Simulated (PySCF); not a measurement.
## Static response to an electric field

C3H10BNO2.
Geometry (PBE0-D3(BJ)/def2-SVP, Å), atoms numbered from 1 in this order:
```xyz
17
C3H10BNO2 angstrom
C     -0.4489    1.8590    0.8341
O     -0.8940    0.6029    0.3813
B     -0.0991   -0.2918   -0.2617
C      1.4593   -0.1027   -0.5194
N      2.2077    0.2254    0.6905
O     -0.6679   -1.4311   -0.7420
C     -2.0431   -1.6944   -0.6366
H     -0.5837    2.6196    0.0460
H     -1.0647    2.1554    1.6967
H      0.6110    1.8215    1.1308
H      1.8347   -0.9885   -1.0704
H      1.5564    0.7471   -1.2225
H      2.1734   -0.5487    1.3505
H      3.1926    0.3722    0.4804
H     -2.5385   -1.0209    0.0787
H     -2.1833   -2.7367   -0.3105
H     -2.5253   -1.5784   -1.6214
```

Level: PBE0/def2-SVPD (PySCF), static field, nuclei fixed, core orbitals frozen in the response. The polarisability tensor in these axes (au):

```
x   73.97  3.90  1.74
y    3.90 71.67  6.88
z    1.74  6.88 61.53
```

**Question.** What are the eigenvalues, a third of the trace, and Δα (Δα² = ½Σ(αi − αj)² over the three pairs)?

**Answer.** Principal values 58.05, 70.26 and 78.86 au; mean 69.06 au = 10.23 Å³ = 11.39 × 10⁻⁴⁰ C²·m²/J; Δα = 18.12 au (26 % of the mean).

**Question.** What is the dipole moment, and where does it point?

**Answer.** (0.54, 0.20, 0.16) D, 0.59 D in size, pointing from the negative to the positive side. Measured along this direction, the outermost atoms are H17 at the negative end and H14 at the positive end.

**Question.** What would n − 1 = 2πNα be for an ideal gas of these molecules at 500 K and 1 atm, electronic part alone?

**Answer.** N = p/kT = 1.4678 × 10¹⁹ cm⁻³, so n − 1 = 2π × N × 10.23 × 10⁻²⁴ cm³ = 944 × 10⁻⁶ at long wavelengths, for an ideal gas.

**Question.** Directions of the eigenvectors, and the extent of the frame along each?

**Answer.** Largest value along (0.66, 0.68, 0.33), where the nuclei span 5.90 Å; middle along (0.75, -0.58, -0.31), 4.86 Å; least along (0.01, -0.45, 0.89), 2.89 Å. The response follows the extents in order.

**Question.** Sum over states: ᾱ = Σ f/ω², ω in Eh. What share falls to these 10 lowest TDDFT singlets (eV, f)? 5.80, 0.0108; 6.53, 0.0050; 7.13, 0.0021; 7.30, 0.0139; 7.35, 0.0156; 7.48, 0.0159; 7.69, 0.0101; 7.70, 0.0025; 7.81, 0.0996; 8.06, 0.0121.

**Answer.** They add up to 2.48 au, 3.6 % of the 69.06 au; the largest single term is 1.21 au, from the state at 7.81 eV. Terms in order: 0.24, 0.09, 0.03, 0.19, 0.21, 0.21, 0.13, 0.03, 1.21, 0.14 au. Higher excitations give the rest. The strengths listed sum to 0.188.

The structure is a single PBE0-D3(BJ)/def2-SVP conformer in the gas phase; no vibrational or solvent corrections.
